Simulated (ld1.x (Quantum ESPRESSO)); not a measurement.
zinc (Zn), TM: configuration errors across variants

Zn, norm-conserving Troullier–Martins (Kleinman–Bylander form), made with ld1.x (Quantum ESPRESSO) 7.5 (LDA (PZ), scalar-relativistic). Core [Ne] 3s2, reference 3p6 3d10 4s2 4p0. Waves: 4s (bound): rc 1.75 bohr; 3p (bound): rc 0.80 bohr; 3d (bound): rc 1.25 bohr. Local part: all-electron potential smoothed inside 1.00 bohr (lloc = -1). Core correction: Bessel-smoothed model core inside 0.45 bohr.

All-electron excitation energies from the reference (eV): (1) 3p6 3d10 4s1 4p0 10.190; (2) 3p6 3d10 4s0 4p0 28.959; (3) 3p6 3d9 4s0 4p0 69.849; (4) 3p6 3d8 4s0 4p0 131.997; (5) 3p6 3d10 4s0 4p1 16.614; (6) 3p5 3d10 4s2 4p0 91.915; (7) 3p6 3d9 4s2 4p0 18.205; (8) 3p6 3d10 4s1 4p0 spin 9.942; (9) 3p6 3d9 4s0 4p0 spin 69.578.

Spin tests fill each open shell by Hund’s rule, majority spin first.

Tests that are not counted but printed errors over 1 eV. “local potential all-electron potential smoothed inside 1.26 bohr (lloc = -1)”: 3p5 3d10 4s2 4p0 (solver errors, printed error -3569 eV); 3p6 3d9 4s2 4p0 (solver errors, printed error -4558 eV). “local potential all-electron potential smoothed inside 1.38 bohr (lloc = -1)”: 3p5 3d10 4s2 4p0 (solver errors, printed error -3567 eV); 3p6 3d9 4s2 4p0 (solver errors, printed error -3548 eV).

A true bound ghost makes a file unfit for plane-wave use even where its test errors are small: the radial tests pick states by their node count and pass the ghost by. Where a test does run into it, the solver fails or the error is huge.

Errors AE − PS in meV (a dash: test not solved or not reliable):

| change | (1) | (2) | (3) | (4) | (5) | (6) | (7) | (8) | (9) | bound ghosts |
| --- | --- | --- | --- | --- | --- | --- | --- | --- | --- | --- |
| base | -5.6 | -36 | +31 | +104 | -23 | -188 | -39 | -4.3 | +42 | s |
| local potential all-electron potential smoothed inside 0.66 bohr (lloc = -1) | -4.8 | -36 | +34 | +123 | -5.2 | -130 | +3.1 | -3.8 | +45 | s |
| local potential all-electron potential smoothed inside 0.80 bohr (lloc = -1) | -5.2 | -36 | +34 | +119 | -16 | -157 | -17 | -4.1 | +45 | s |
| local potential all-electron potential smoothed inside 1.16 bohr (lloc = -1) | -6.2 | -36 | +26 | +72 | -71 | -232 | -69 | -4.7 | +36 | s |
| local potential all-electron potential smoothed inside 1.26 bohr (lloc = -1) | -7.1 | -36 | +21 | +46 | -105 | – | – | -5.2 | +32 | s |
| local potential all-electron potential smoothed inside 1.38 bohr (lloc = -1) | +17 | -37 | +12 | -4.1 | -169 | – | – | +5.0 | +22 | s |
| local potential all-electron potential smoothed inside 1.58 bohr (lloc = -1) | -4.1 | -37 | -7.0 | -98 | -284 | -100 | +36 | -3.9 | +3.4 | none |
| local potential all-electron potential smoothed inside 1.72 bohr (lloc = -1) | -4.9 | -37 | -30 | -206 | -412 | -207 | -30 | -4.4 | -20 | none |
| local potential all-electron potential smoothed inside 1.86 bohr (lloc = -1) | -5.2 | -38 | -53 | -309 | -531 | – | -63 | -4.7 | -43 | none |
| local potential all-electron potential smoothed inside 2.04 bohr (lloc = -1) | -5.5 | -38 | -92 | -473 | – | -330 | -105 | -5.2 | -83 | none |

(1) Give the same row for: local potential all-electron potential smoothed inside 0.94 bohr (lloc = -1).

Answers

(1) -5.5, -36, +32, +111, -2.0, -178, -33, -4.2, +43; bound ghosts: s.
